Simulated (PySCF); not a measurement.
strontium atom (Sr), singlet (core potentials on Sr); R2SCAN/def2-TZVP (PySCF).

Here is a job for PySCF.
```python
from pyscf import gto, scf, dft

mol = gto.Mole()
mol.atom = '''
    Sr    0.00000000    0.00000000    0.00000000
'''
mol.basis = 'def2-tzvp'
mol.ecp = {'Sr': 'def2-tzvp'}
mol.verbose = 4
mol.build()

mf = dft.RKS(mol)
mf.xc = 'r2scan'
mf.grids.atom_grid = (150, 974)
mf.kernel()
```

Task: Predict the main parts of the log of this PySCF run.

Result: 
```
PySCF version 2.14.0

[INPUT] verbose = 4
[INPUT] num. atoms = 1
[INPUT] num. electrons = 10
[INPUT] charge = 0
[INPUT] spin (= nelec alpha-beta = 2S) = 0
[INPUT] symmetry False subgroup None
[INPUT] Mole.unit = angstrom
[INPUT] Symbol           X                Y                Z      unit          X                Y                Z       unit  Magmom
[INPUT]  1 Sr     0.000000000000   0.000000000000   0.000000000000 AA    0.000000000000   0.000000000000   0.000000000000 Bohr   0.0

nuclear repulsion = 0
number of shells = 13
number of NR pGTOs = 53
number of NR cGTOs = 33
basis = def2-tzvp
ecp = {'Sr': 'def2-tzvp'}

******** <class 'pyscf.dft.rks.RKS'> ********
method = RKS
initial guess = minao
damping factor = 0
level_shift factor = 0
DIIS = <class 'pyscf.scf.diis.CDIIS'>
diis_start_cycle = 1
diis_space = 8
diis_damp = 0
SCF conv_tol = 1e-09
SCF conv_tol_grad = None
SCF max_cycles = 50
direct_scf = True
direct_scf_tol = 1e-13
XC library pyscf.dft.libxc version 7.1.2
    S. Lehtola, C. Steigemann, M. J. T. Oliveira, and M. A. L. Marques,  SoftwareX 7, 1–5 (2018)
XC functionals = r2scan
    J. W. Furness, A. D. Kaplan, J. Ning, J. P. Perdew, and J. Sun,  J. Phys. Chem. Lett. 11, 8208–8215 (2020)
    J. W. Furness, A. D. Kaplan, J. Ning, J. P. Perdew, and J. Sun,  J. Phys. Chem. Lett. 11, 9248–9248 (2020)
    J. W. Furness, A. D. Kaplan, J. Ning, J. P. Perdew, and J. Sun,  J. Phys. Chem. Lett. 11, 8208–8215 (2020)
    J. W. Furness, A. D. Kaplan, J. Ning, J. P. Perdew, and J. Sun,  J. Phys. Chem. Lett. 11, 9248–9248 (2020)
radial grids:
    Treutler-Ahlrichs [JCP 102, 346 (1995); DOI:10.1063/1.469408] (M4) radial grids

becke partition: Becke, JCP 88, 2547 (1988); DOI:10.1063/1.454033
pruning grids: <function nwchem_prune>
grids dens level: 3
symmetrized grids: False
atomic radii adjust function: <function treutler_atomic_radii_adjust>
User specified grid scheme (150, 974)
small_rho_cutoff = 0
Set gradient conv threshold to 3.16228e-05
Initial guess from minao.
tot grids = 71704
init E= -29.074718772289
  HOMO = -0.262419965970073  LUMO = -0.228396199009316  gap/eV = 0.92583
cycle= 1 E= -30.652237779524  delta_E= -1.58  |g|= 0.318  |ddm|= 2.09
  HOMO = -0.104209257835012  LUMO = -0.0148782058192675  gap/eV = 2.43082
cycle= 2 E= -30.6826294669658  delta_E= -0.0304  |g|= 0.147  |ddm|= 1.95
  HOMO = -0.126455543708235  LUMO = -0.0360886302473618  gap/eV = 2.45901
cycle= 3 E= -30.6885502551341  delta_E= -0.00592  |g|= 0.00603  |ddm|= 0.356
  HOMO = -0.130605939000292  LUMO = -0.04219624588051  gap/eV = 2.40575
cycle= 4 E= -30.6885997104397  delta_E= -4.95e-05  |g|= 0.00112  |ddm|= 0.112
  HOMO = -0.131646657159697  LUMO = -0.0434019332553679  gap/eV = 2.40126
cycle= 5 E= -30.6886004138412  delta_E= -7.03e-07  |g|= 0.000104  |ddm|= 0.0104
  HOMO = -0.131591063570834  LUMO = -0.0433565556749122  gap/eV = 2.40098
cycle= 6 E= -30.6886004190743  delta_E= -5.23e-09  |g|= 3.43e-06  |ddm|= 0.000766
  HOMO = -0.131592141584459  LUMO = -0.043356871385244  gap/eV = 2.40100
cycle= 7 E= -30.6886004190833  delta_E= -8.99e-12  |g|= 9.08e-08  |ddm|= 3.79e-05
  HOMO = -0.13159211742084  LUMO = -0.043356883397245  gap/eV = 2.40100
Extra cycle  E= -30.6886004190833  delta_E= -2.49e-14  |g|= 4.43e-08  |ddm|= 2.33e-06
converged SCF energy = -30.6886004190833
```
